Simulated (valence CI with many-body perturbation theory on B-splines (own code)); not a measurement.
# I XXII: electric-dipole lines

Method: valence CI with perturbative core correlation (CI+MBPT): four valence electrons over a frozen Dirac-Fock core [Ar] 3d10, a basis of 11 s, 11 p, 10 d, 8 f, 5 g, 2 h functions for each j, with the one-electron correlation potential Σ1, the two-electron term Σ2, the three-electron term Σ3, Breit, model QED; selected CI, second order for the rest, scaled by the run's own slope (own B-spline code, finite nucleus).

No measured levels were compared; by estimate levels hold to about 250 cm⁻¹ or 0.2 % of their energy and the worst to 1 %, as in measured heavy ions of charge 2 to 7; those with d or f electrons hold less well. Among the levels kept, up to 460 cm⁻¹ of a level comes from second order outside the variational space, and about a tenth of that is noise between levels of different J, which matters for small intervals.

Lines 201 to 250 of 576 in falling wavelength, among levels below 254.30 eV, chosen from the strongest by gf and those to the six lowest levels. Wavelengths and rates use the calculated energies, so an error of 1000 cm⁻¹ moves a line at 14.47 nm by 0.14 % and its rate by three times that or more. Electric multipoles are in the length gauge, E1 and E2 with the static RPA response of the core. Weak lines are less certain than strong ones. Lines between different terms over intervals too small for the method are left out, as are lines whose strength nearly cancels. Where a level lies close to another of its J and parity, the split of strength between their lines is uncertain. The highest levels of a list are the least certain.

Levels are named by their leading jj configuration (3d3/2^4 stands for four electrons in 3d with j = 3/2), which in mixed levels can hold well under half, so a name can repeat and another be missing. Letters in brackets count levels of one name in rising energy.

```
λ vac (nm)                           Upper                           Lower   A (s⁻¹)  S (a.u.) with core polarisation  S without
     14.47          (4s 4p1/2 4d5/2^2) J=5      (4s 4p1/2 4p3/2 4d5/2) J=5  1.92e+10                         3.16e-01   3.39e-01
     14.46  (4s 4p1/2 4d3/2 4d5/2) J=4 [a]  (4s 4p1/2 4p3/2 4d3/2) J=3 [a]  1.08e+10                         1.45e-01   1.56e-01
     14.46  (4s 4p1/2 4p3/2 4d5/2) J=3 [b]          (4s 4p1/2 4p3/2^2) J=3  2.84e+10                         2.97e-01   3.20e-01
     14.42      (4s 4p3/2^2 4d5/2) J=3 [c]          (4s^2 4p1/2 4d5/2) J=3  1.52e+10                         1.58e-01   1.71e-01
     14.42  (4s 4p1/2 4p3/2 4d3/2) J=2 [b]          (4s 4p1/2 4p3/2^2) J=3  1.53e+10                         1.13e-01   1.22e-01
     14.42  (4s 4p1/2 4p3/2 4f5/2) J=3 [a]  (4s 4p1/2 4p3/2 4d3/2) J=3 [b]  8.86e+09                         9.17e-02   9.90e-02
     14.40              (4s^2 4d5/2^2) J=2          (4s^2 4p3/2 4d5/2) J=3  4.09e+10                         3.02e-01   3.25e-01
     14.39          (4s 4p1/2^2 4d5/2) J=2          (4s 4p1/2^2 4p3/2) J=1  3.61e+10                         2.66e-01   2.86e-01
     14.35          (4s^2 4p3/2 4d3/2) J=2              (4s^2 4p3/2^2) J=2  1.39e+10                         1.01e-01   1.10e-01
     14.32  (4s 4p1/2 4p3/2 4d5/2) J=3 [d]      (4s 4p1/2 4p3/2^2) J=2 [b]  2.04e+10                         2.07e-01   2.23e-01
     14.29             (4p1/2 4p3/2^3) J=1          (4s 4p1/2^2 4p3/2) J=2  3.27e+08                         1.41e-03   1.53e-03
     14.29      (4s 4p3/2^2 4d5/2) J=1 [a]          (4s^2 4p1/2 4d3/2) J=2  4.32e+10                         1.86e-01   2.01e-01
     14.27          (4s 4p1/2^2 4d5/2) J=3          (4s 4p1/2^2 4p3/2) J=2  2.28e+10                         2.29e-01   2.45e-01
     14.26          (4s^2 4p1/2 4d5/2) J=3          (4s^2 4p1/2 4p3/2) J=2  3.66e+10                         3.67e-01   3.94e-01
     14.25          (4s^2 4p3/2 4f5/2) J=3          (4s^2 4p3/2 4d5/2) J=3  4.33e+10                         4.33e-01   4.67e-01
     14.25      (4s 4p3/2^2 4d5/2) J=2 [b]                (4s 4p3/2^3) J=1  1.69e+10                         1.21e-01   1.31e-01
     14.25  (4s 4p1/2 4p3/2 4d5/2) J=2 [a]      (4s 4p1/2 4p3/2^2) J=2 [a]  4.61e+10                         3.29e-01   3.54e-01
     14.23  (4s 4p1/2 4p3/2 4d5/2) J=3 [a]      (4s 4p1/2 4p3/2^2) J=2 [a]  2.07e+10                         2.06e-01   2.22e-01
     14.22          (4s 4p1/2^2 4f7/2) J=3  (4s 4p1/2 4p3/2 4d3/2) J=4 [a]  1.26e+10                         1.26e-01   1.35e-01
     14.22  (4s 4p1/2 4d3/2 4d5/2) J=2 [b]  (4s 4p1/2 4p3/2 4d5/2) J=2 [a]  1.24e+10                         8.81e-02   9.48e-02
     14.19       (4p1/2^2 4p3/2 4d5/2) J=1           (4p1/2^2 4p3/2^2) J=0  3.95e+10                         1.67e-01   1.79e-01
     14.17          (4s^2 4d3/2 4d5/2) J=3          (4s^2 4p3/2 4d3/2) J=3  1.73e+10                         1.70e-01   1.82e-01
     14.17  (4s 4p1/2 4d3/2 4d5/2) J=4 [b]  (4s 4p1/2 4p3/2 4d5/2) J=4 [a]  2.67e+10                         3.37e-01   3.63e-01
     14.15  (4s 4p1/2 4p3/2 4d5/2) J=1 [b]      (4s 4p1/2 4p3/2^2) J=2 [b]  3.33e+10                         1.40e-01   1.51e-01
     14.14  (4s 4p1/2 4d3/2 4d5/2) J=2 [d]  (4s 4p1/2 4p3/2 4d3/2) J=1 [b]  2.26e+10                         1.57e-01   1.69e-01
     14.14          (4s 4p1/2 4d5/2^2) J=5  (4s 4p1/2 4p3/2 4d3/2) J=4 [a]  1.63e+10                         2.50e-01   2.70e-01
     14.12      (4s 4p1/2 4d5/2^2) J=3 [a]  (4s 4p1/2 4p3/2 4d3/2) J=2 [b]  1.08e+10                         1.05e-01   1.13e-01
     14.12  (4s 4p1/2 4d3/2 4d5/2) J=4 [b]  (4s 4p1/2 4p3/2 4d3/2) J=3 [a]  7.73e+09                         9.67e-02   1.05e-01
     14.11  (4s 4p1/2 4p3/2 4d3/2) J=2 [c]          (4s 4p1/2 4p3/2^2) J=3  1.68e+10                         1.17e-01   1.26e-01
     14.11       (4p1/2^2 4p3/2 4d5/2) J=3           (4p1/2^2 4p3/2^2) J=2  2.39e+10                         2.32e-01   2.48e-01
     14.08      (4s 4p1/2 4d5/2^2) J=3 [a]  (4s 4p1/2 4p3/2 4d5/2) J=3 [b]  1.69e+10                         1.63e-01   1.75e-01
     14.06             (4p1/2 4p3/2^3) J=2          (4s 4p1/2^2 4p3/2) J=2  5.74e+08                         3.94e-03   4.27e-03
     14.06  (4s 4p1/2 4d3/2 4d5/2) J=2 [c]  (4s 4p1/2 4p3/2 4d5/2) J=2 [a]  1.96e+10                         1.34e-01   1.44e-01
     14.01      (4s^2 4p3/2 4f5/2) J=4 [a]          (4s^2 4p3/2 4d3/2) J=3  1.70e+10                         2.08e-01   2.27e-01
     14.01      (4s 4p1/2 4p3/2^2) J=1 [b]              (4s^2 4p1/2^2) J=0  1.99e+10                         8.10e-02   8.76e-02
     14.01          (4s 4p1/2^2 4f7/2) J=3          (4s 4p1/2^2 4d5/2) J=2  1.21e+10                         1.15e-01   1.22e-01
     14.01      (4s 4p1/2 4p3/2 4f7/2) J=4  (4s 4p1/2 4p3/2 4d3/2) J=4 [b]  1.31e+10                         1.59e-01   1.71e-01
     14.00          (4s^2 4p3/2 4d3/2) J=3              (4s^2 4p3/2^2) J=2  2.52e+10                         2.39e-01   2.57e-01
     13.98             (4p3/2^3 4d3/2) J=2  (4s 4p1/2 4p3/2 4d3/2) J=2 [c]  1.67e+10                         1.13e-01   1.21e-01
     13.96          (4s^2 4p3/2 4f7/2) J=4          (4s^2 4p3/2 4d5/2) J=3  2.32e+10                         2.80e-01   3.00e-01
     13.96      (4s 4p3/2^2 4d5/2) J=2 [a]          (4s^2 4p1/2 4d3/2) J=2  1.56e+10                         1.05e-01   1.13e-01
     13.95          (4s^2 4p3/2 4d3/2) J=1              (4s^2 4p3/2^2) J=2  5.20e+10                         2.09e-01   2.25e-01
     13.93                (4s 4p3/2^3) J=1          (4s^2 4p1/2 4p3/2) J=2  3.39e+09                         1.36e-02   1.46e-02
     13.90      (4s 4p3/2^2 4d5/2) J=3 [a]                (4s 4p3/2^3) J=2  1.75e+10                         1.63e-01   1.76e-01
     13.86          (4s^2 4p3/2 4f7/2) J=3          (4s^2 4p3/2 4d5/2) J=3  3.24e+10                         2.98e-01   3.20e-01
     13.85  (4s 4p1/2 4p3/2 4d3/2) J=2 [d]      (4s 4p1/2 4p3/2^2) J=2 [b]  1.93e+10                         1.27e-01   1.36e-01
     13.83          (4s^2 4d3/2 4d5/2) J=3          (4s^2 4p3/2 4d3/2) J=2  1.61e+10                         1.47e-01   1.59e-01
     13.81          (4s^2 4p1/2 4d5/2) J=2          (4s^2 4p1/2 4p3/2) J=2  5.96e+10                         3.88e-01   4.18e-01
     13.81  (4s 4p1/2 4p3/2 4d5/2) J=2 [d]      (4s 4p1/2 4p3/2^2) J=1 [b]  6.02e+10                         3.91e-01   4.20e-01
     13.80      (4s 4p3/2^2 4d3/2) J=1 [b]      (4s 4p1/2 4p3/2^2) J=1 [b]  3.25e+10                         1.27e-01   1.36e-01
```
